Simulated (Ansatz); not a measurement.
A short molecular-dynamics run on the cluster Mg2Si2⁻ (the lowest doublet isomer of a short search).

```yaml
crystal:
  periodic: [false, false, false]
  atoms:
    - {symbol: Mg, position_ang: [-0.924572, 1.918894, -0.961426]}
    - {symbol: Mg, position_ang: [0.927909, -1.926512, 0.965019]}
    - {symbol: Si, position_ang: [0.980758, 0.191020, -0.573395]}
    - {symbol: Si, position_ang: [-0.984094, -0.183392, 0.569792]}
basis:
  gaussian: {orbitals: "6-31G*"}
total_charge: -1
magnetization: {spin_polarized: true, initial_magnetization: 1}
hamiltonian: {xc: {name: BLYP}}
md: {timestep: 1 fs, n_steps: 15, ensemble: nve, temperature: 1500, initial_velocities: maxwell_boltzmann, seed: 87}
scf: {omitted_lower_state_checks: [starts]}
```

```sh
$ ansatz run in.yaml --threads 4 --pin off --events-out ev --progress --plain --max-ram 3916MiB
```

| step | time (fs) | potential energy (eV) | kinetic (eV) | T (K) | conserved (eV) |
| --- | --- | --- | --- | --- | --- |
| 0 | 0.0 | -26642.0245 | 0.3878 | 1500 | -26641.6367 |
| 1 | 1.0 | -26642.0150 | 0.3783 | 1463 | -26641.6367 |
| 2 | 2.0 | -26642.0048 | 0.3682 | 1424 | -26641.6367 |
| 3 | 3.0 | -26641.9944 | 0.3578 | 1384 | -26641.6366 |
| 4 | 4.0 | -26641.9840 | 0.3473 | 1344 | -26641.6366 |
| 5 | 5.0 | -26641.9739 | 0.3373 | 1305 | -26641.6366 |
| 6 | 6.0 | -26641.9644 | 0.3278 | 1268 | -26641.6366 |
| 7 | 7.0 | -26641.9559 | 0.3193 | 1235 | -26641.6366 |
| 8 | 8.0 | -26641.9486 | 0.3120 | 1207 | -26641.6366 |
| 9 | 9.0 | -26641.9426 | 0.3061 | 1184 | -26641.6365 |
| 10 | 10.0 | -26641.9382 | 0.3017 | 1167 | -26641.6365 |
| 11 | 11.0 | -26641.9354 | 0.2989 | 1156 | -26641.6365 |
| 12 | 12.0 | -26641.9342 | 0.2977 | 1151 | -26641.6365 |
| 13 | 13.0 | -26641.9345 | 0.2979 | 1152 | -26641.6366 |
| 14 | 14.0 | -26641.9361 | 0.2995 | 1158 | -26641.6366 |
| 15 | 15.0 | -26641.9388 | 0.3022 | 1169 | -26641.6366 |

Velocities are drawn at the set temperature; a run this short doesn't reach equilibrium.

The 6-31G sets use Cartesian d functions. The highest occupied level of an anion often lies above zero with these methods, and sets without diffuse functions describe the outer electron poorly.

Frames (Å, forces in eV/Å):

```xyz
4
time=0.0 fs
Mg   -0.925    1.919   -0.961   -0.166    0.343   -0.172
Mg    0.928   -1.927    0.965    0.136   -0.280    0.140
Si    0.981    0.191   -0.573    0.828    0.122   -0.457
Si   -0.984   -0.183    0.570   -0.798   -0.185    0.488
4
time=1.0 fs
Mg   -0.931    1.920   -0.955   -0.145    0.349   -0.186
Mg    0.926   -1.926    0.970    0.137   -0.288    0.144
Si    0.982    0.186   -0.574    0.894    0.161   -0.513
Si   -0.978   -0.180    0.561   -0.886   -0.222    0.555
4
time=2.0 fs
Mg   -0.938    1.922   -0.949   -0.126    0.356   -0.201
Mg    0.924   -1.925    0.975    0.136   -0.295    0.148
Si    0.983    0.180   -0.575    0.958    0.198   -0.566
Si   -0.972   -0.177    0.552   -0.968   -0.259    0.618
4
time=3.0 fs
Mg   -0.945    1.924   -0.942   -0.107    0.363   -0.215
Mg    0.922   -1.924    0.979    0.135   -0.301    0.151
Si    0.985    0.175   -0.576    1.016    0.233   -0.615
Si   -0.966   -0.174    0.543   -1.044   -0.295    0.679
4
time=4.0 fs
Mg   -0.952    1.926   -0.936   -0.090    0.370   -0.229
Mg    0.920   -1.924    0.984    0.133   -0.305    0.154
Si    0.988    0.170   -0.577    1.069    0.264   -0.660
Si   -0.961   -0.171    0.535   -1.111   -0.329    0.734
4
time=5.0 fs
Mg   -0.959    1.928   -0.930   -0.074    0.378   -0.242
Mg    0.919   -1.923    0.989    0.129   -0.308    0.157
Si    0.990    0.165   -0.578    1.114    0.292   -0.698
Si   -0.955   -0.168    0.527   -1.170   -0.362    0.784
4
time=6.0 fs
Mg   -0.966    1.931   -0.924   -0.059    0.385   -0.255
Mg    0.917   -1.923    0.994    0.125   -0.309    0.159
Si    0.993    0.160   -0.580    1.151    0.317   -0.731
Si   -0.951   -0.166    0.519   -1.217   -0.393    0.828
4
time=7.0 fs
Mg   -0.973    1.933   -0.918   -0.045    0.393   -0.267
Mg    0.915   -1.923    0.999    0.120   -0.310    0.160
Si    0.996    0.155   -0.582    1.177    0.338   -0.756
Si   -0.947   -0.163    0.511   -1.252   -0.421    0.864
4
time=8.0 fs
Mg   -0.980    1.936   -0.913   -0.033    0.401   -0.279
Mg    0.914   -1.923    1.005    0.114   -0.310    0.161
Si    1.000    0.151   -0.584    1.192    0.355   -0.774
Si   -0.943   -0.161    0.504   -1.274   -0.447    0.892
4
time=9.0 fs
Mg   -0.987    1.938   -0.907   -0.023    0.410   -0.290
Mg    0.912   -1.923    1.010    0.109   -0.309    0.162
Si    1.004    0.146   -0.587    1.195    0.368   -0.783
Si   -0.940   -0.158    0.497   -1.281   -0.469    0.911
4
time=10.0 fs
Mg   -0.994    1.941   -0.901   -0.014    0.418   -0.300
Mg    0.910   -1.923    1.015    0.103   -0.307    0.162
Si    1.009    0.142   -0.589    1.185    0.377   -0.783
Si   -0.937   -0.156    0.491   -1.274   -0.489    0.922
4
time=11.0 fs
Mg   -1.001    1.944   -0.896   -0.006    0.427   -0.310
Mg    0.909   -1.924    1.020    0.097   -0.304    0.162
Si    1.014    0.137   -0.592    1.163    0.382   -0.775
Si   -0.934   -0.154    0.484   -1.253   -0.505    0.924
4
time=12.0 fs
Mg   -1.009    1.948   -0.891    0.001    0.435   -0.319
Mg    0.908   -1.924    1.026    0.091   -0.300    0.160
Si    1.019    0.133   -0.596    1.128    0.383   -0.759
Si   -0.932   -0.153    0.478   -1.219   -0.518    0.917
4
time=13.0 fs
Mg   -1.016    1.951   -0.886    0.007    0.442   -0.326
Mg    0.906   -1.925    1.031    0.085   -0.294    0.158
Si    1.025    0.129   -0.599    1.082    0.380   -0.735
Si   -0.931   -0.151    0.472   -1.173   -0.528    0.904
4
time=14.0 fs
Mg   -1.023    1.955   -0.881    0.012    0.448   -0.333
Mg    0.905   -1.925    1.037    0.079   -0.287    0.154
Si    1.031    0.125   -0.603    1.025    0.375   -0.705
Si   -0.930   -0.150    0.467   -1.117   -0.536    0.884
4
time=15.0 fs
Mg   -1.030    1.959   -0.876    0.018    0.452   -0.338
Mg    0.903   -1.926    1.042    0.073   -0.278    0.149
Si    1.038    0.121   -0.607    0.960    0.368   -0.669
Si   -0.929   -0.148    0.462   -1.051   -0.541    0.858
```

Hardware: 4 threads of Arm Neoverse V2 on a shared host. Wall time 43 s.
